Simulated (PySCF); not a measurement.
Relaxation of quintet OsS₂

These are results of UB3LYP in PySCF with Os def2-SVP with ECP60, S def2-SVP; scalar-relativistic core potentials, no spin–orbit coupling; density-fitted integrals, not measurements. A (50,194) grid was used.

A hand-made bent start, of C2v symmetry, held to at least that symmetry:

```xyz
3
charge 0 multiplicity 5, angstrom
Os    0.0000    0.0000   -0.3010
S     1.7202    0.0000    0.9035
S    -1.7202    0.0000    0.9035
```

Problem. What does it relax to?

Solution. It ends at C2v with Os–S 2.137 Å (×2); S–Os–S 114.1° (after a last refinement on a finer grid). A frequency run shows a minimum. Other isomers or separated fragments may lie lower.

Problem. How much energy is released, and in how many steps?

Solution. 5.0 kJ/mol in 4 steps.

Open d and f shells are described by one determinant, and the ground state may have another occupation or spin. At this level a broken-symmetry Ms = 0 minimum of C2v symmetry lies 25 kJ/mol below this structure. No spin–orbit coupling is included, which matters more the heavier the element.
